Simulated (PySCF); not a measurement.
SMILES C#C[SiH2]C#N, singlet at its PBE/def2-SVP optimised geometry (Å):

```
8

C      2.3014    -2.4645    -2.2918
C      1.8905    -1.7608    -1.3733
Si     1.2963    -0.7094     0.0000
C     -0.5697    -0.7094     0.0000
N     -1.7430    -0.6975     0.0148
H      2.6619    -3.0855    -3.1027
H      1.7430     0.7094    -0.1761
H      1.7432    -1.2493     1.3236
```

Method: PySCF with PBE/def2-TZVP. Cells within 0.4 Å of a nucleus heavier than hydrogen are left out (blank, or x).

Map of the log10 of the electron density (e/bohr³), floored at −4 on the plane z = 0.0 Å:

```
|0000000000000000000000000|
|0000000000000000000000000|
|0000000000000000000000000|
|0000000000000000000000000|
|0000000000000000000000000|
|0000000000000001111100000|
|0000000000000012233210000|
|0000000000001123444331000|
|0000011222222344565542100|
|0001223333333445777643200|
|0012344455444456788653210|
|0123456666666567787653210|
|0134577877777667777653210|
|0235689x98x88779x87653210|
|023578xx99xx888xxx7653210|
|023568xx99xx8779x97654210|
|0134678888877767776654210|
|0123556666666666666543210|
|0012344555555455565543210|
|0001233333333344455433210|
|0000112222222233344332110|
|0000000011111122233222100|
|0000000000000011122211000|
|0000000000000000111100000|
|0000000000000000000000000|
```
Scale: ten equal steps from -4.00 (start of '0') to -0.125 (end of '9'), in the order '0123456789'; x runs from -4.00 to 4.00, y from -4.00 (bottom) to 4.00 (top).
